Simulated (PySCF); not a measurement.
Spin states and ions at one geometry of BiF3

PySCF 2.14.0, RKS r2SCAN, Bi def2-SVP with ECP60, F def2-SVP; non-relativistic Hamiltonian with scalar-relativistic core potentials where named; density fitting; no spin-orbit coupling; singlets restricted, open shells unrestricted. The geometry is relaxed for charge 0, singlet, vacuum:

```xyz
4

Bi    0.0000    0.0000    0.6008
F     1.7414    0.0000   -0.4275
F    -0.8707    1.5081   -0.4275
F    -0.8707   -1.5081   -0.4275
```

Energies count from the relaxed state; an electron taken off or put on is at rest in vacuum. Charges and spins are Mulliken's.

Problem. Order these states by energy, lowest first.
A. charge +1, doublet, vacuum
B. charge 0, triplet, vacuum
C. charge -1, doublet, vacuum
D. charge 0, singlet, vacuum

Solution. D (0.00 eV), C (0.69 eV), B (5.78 eV), A (11.95 eV).

Problem. How do charge and spin on the first atom follow?

Solution. 
```tsv
state	spin squared	charge on Bi1 (e)	spin on Bi1 (e)	dipole about the centre of mass (D)
charge 0, singlet, vacuum	0.00	1.34	0.00	4.89
charge 0, triplet, vacuum	2.01	0.99	1.17	3.18
charge +1, doublet, vacuum	0.76	1.72	0.12	3.76
charge -1, doublet, vacuum	0.75	0.55	0.92	3.68
```

With an electron taken off (doublet) the charges change, summed by element, by Bi +0.38 e, F +0.62 e. The vertical ionisation energy is 11.95 eV, against −ε(HOMO) = 8.54 eV of the relaxed state. The level lies 3.4 eV too high, as is usual for semilocal functionals and global hybrids, which keep a self-interaction error.

With an electron put on (doublet) the charges change, summed by element, by Bi -0.79 e, F -0.21 e. The vertical electron affinity is -0.69 eV, against −ε(LUMO) = 2.07 eV of the relaxed state. The basis has no diffuse functions, which an added electron needs. The added electron's level lies above zero.

Open shells may have lower solutions than those found.

No frequency check is given that shows the relaxed geometry to be a minimum.
